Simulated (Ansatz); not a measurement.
Gas-phase electronic energies from Ansatz, PBE0-D4/def2-TZVP geometries. CBS: MP2 limit from def2 TZ/QZ plus the TZ coupled-cluster correction, frozen cores. DFT in def2-TZVPP. B3LYP here is the variant with VWN-RPA as its local correlation; programs differ in this. One conformer a species, not always the lowest.

`OC[SiH]1BO1` → `[SiH3]B1OCO1`  (isomerisation)

`OC[SiH]1BO1`:

Z-matrix (Å, degrees):
```
C
Si 1 1.884
O 1 1.420 2 111.5
H 1 1.094 2 109.9 3 117.9
H 1 1.099 2 110.2 3 -124.9
O 2 1.761 1 108.6 3 67.0
B 2 1.904 1 124.2 3 111.8
H 2 1.484 1 110.8 3 -53.8
H 3 0.961 1 108.5 2 -60.0
H 7 1.190 2 165.9 1 99.4
```

`[SiH3]B1OCO1`:

Cartesian coordinates in Å:
```
Si -0.584 -0.545 -1.752
B 0.012 0.024 0.087
O 0.113 1.281 0.667
C 0.595 0.559 1.796
O 0.474 -0.713 1.168
H 0.589 -0.588 -2.666
H -1.194 -1.900 -1.702
H -1.575 0.419 -2.297
H -0.062 0.657 2.663
H 1.632 0.806 2.035
```

```
             level  ΔE (kcal/mol)  difference from CCSD(T)/CBS
           ωB97X-V          -23.0                         -2.6
           ωB97M-V          -20.3                          0.1
            r2SCAN          -19.8                          0.6
              PBE0          -21.7                         -1.3
             B3LYP          -20.6                         -0.2
     HF/def2-TZVPP          -28.7                         -8.3
    MP2/def2-TZVPP          -20.6                         -0.2
CCSD(T)/def2-TZVPP          -22.3                         -1.9
SCS-MP2/def2-QZVPP          -20.8                         -0.4
      HF/CBS(def2)          -28.3                         -7.9
       CCSD(T)/CBS          -20.4                            0
```

Largest T1 diagnostic among the species: 0.015.

From PBE to PBE0 (25 % exact exchange), in def2-TZVPP and without D4, ΔE moves by −2.2 kcal/mol. In def2-TZVPP, CCSD(T) changes the Hartree–Fock value by +6.3 kcal/mol (the triples alone add +0.9 kcal/mol) and MP2 by +8.1 kcal/mol.
